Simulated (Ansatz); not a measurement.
Cartesian coordinates in Å:
```
C -1.475 -0.559 -0.808
Si -0.044 0.294 0.043
C 0.386 -0.633 1.609
C 1.430 0.412 -1.088
O -0.436 1.868 0.394
H -2.355 -0.607 -0.160
H -1.213 -1.585 -1.081
H -1.759 -0.029 -1.721
H -0.466 -0.683 2.293
H 1.212 -0.149 2.136
H 0.687 -1.661 1.386
H 1.777 -0.581 -1.386
H 2.258 0.926 -0.595
H 1.180 0.969 -1.995
H -1.183 2.018 0.973
```

The species carries charge 0 and has multiplicity 1.

(1) List the ωB97M-V/def2-TZVPP orbital energies in eV (the Gaussian-basis code of Ansatz). (Best estimate.)

Results:

(1) The calculation gave: Occupied: -1806.66, -525.66, -280.63, -280.63, -280.56, -147.65, -101.80, -101.75, -101.75, -30.41, -22.66, -21.68, -21.66, -17.40, -14.73, -14.11, -13.98, -13.79, -13.48, -13.23, -13.04, -12.21, -12.04, -10.60, -10.28. Lowest empty: 2.09, 3.05, 3.55, 3.59, 3.96, 4.30, 4.45, 5.16.
